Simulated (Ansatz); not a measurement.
A structure relaxed at PBE0-D4/def2-TZVP, charge 0, multiplicity 1:

```xyz
12

C     2.072    0.799    0.207
B     1.091    0.041   -0.721
Sn   -1.136    0.324   -0.641
Ga   -2.200   -1.496    0.918
H     2.938    0.202    0.509
H     1.640    1.299    1.075
H     2.485    1.592   -0.441
H     1.525   -0.733   -1.527
H    -1.533    1.867   -0.001
H    -1.865    0.228   -2.188
H    -2.794   -2.830    0.330
H    -2.223   -1.293    2.480
```

Give its formula and SMILES.

CH8BGaSn, `C[BH][SnH2][GaH2]`.

Summarise the bond lengths by kind.

1 × B–C 1.549 Å; 3 × C–H 1.091 to 1.104 Å; 1 × B–Sn 2.246 Å; 1 × B–H 1.199 Å; 1 × Ga–Sn 2.622 Å; 2 × H–Sn 1.713 to 1.717 Å; 2 × Ga–H 1.575 to 1.576 Å.

Program: Ansatz 0.2.0.
